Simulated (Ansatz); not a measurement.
**Energy profile**

The step: CH₆Ge ([CH3][GeH3]) + NH₃ → CH₇GeN ([CH3][GeH2][NH2]) + H₂; bonds formed: Ge1–N7, H2–H6; bonds broken: Ge1–H2, H6–N7 (atoms numbered as in the saddle structure below).

Ge1  (-0.723, 0.100, 0.007)
H2  (0.288, -1.605, -0.605)
H3  (-1.983, -0.705, -0.333)
H4  (-1.215, 1.598, 0.022)
C5  (0.191, -0.135, 1.710)
H6  (0.631, -0.752, -1.384)
N7  (0.455, 0.384, -1.593)
H8  (-0.281, 0.478, 2.480)
H9  (0.181, -1.186, 1.991)
H10  (1.231, 0.180, 1.602)
H11  (-0.020, 0.641, -2.453)
H12  (1.246, 1.003, -1.444)
(Å)

Electronic energies by CCSD(T) at an estimated basis limit (MP2 extrapolated from triple and quadruple zeta, plus CCSD(T) − MP2 in triple zeta), on PBE0-D4/def2-TZVP structures; CH9GeN, closed shell; no counterpoise correction. Ansatz 0.2.0; basis: def2-TZVPP and def2-QZVPP; cores frozen in the correlated methods. Filled d shells of the heavier atoms are correlated. The def2 sets are not built for correlating such inner shells, so the correlated values are less sure here. Extrapolation: Hartree–Fock as exp(−7.88 √X), correlation as X^−2.97.

Q: Give the profile in kcal/mol, counted from the separated reactants. (To be estimated.)

A: The calculation gives:
```csv
point,kcal/mol
"separated: CH6Ge (linked as [CH3][GeH3]; Ge1, H2, H3, H4, C5, H8, H9, H10; singlet) + NH3 (H6, N7, H11, H12; singlet)",0.00
start structure,-2.26
saddle,52.32
end structure,3.55
"separated: CH7GeN (linked as [CH3][GeH2][NH2]; Ge1, H3, H4, C5, N7, H8, H9, H10, H11, H12; singlet) + H2 (H2, H6; singlet)",4.35
```

No T1 diagnostic of these runs exceeds 0.012.

For scale, one of the runs: CCSD(T)/def2-TZVPP, 236 basis functions (an equivalent command: `ansatz run in.yaml --threads 4`). The run took 85 s on 4 CPU threads (shared host), with 4.4 GiB of host memory at its peak.
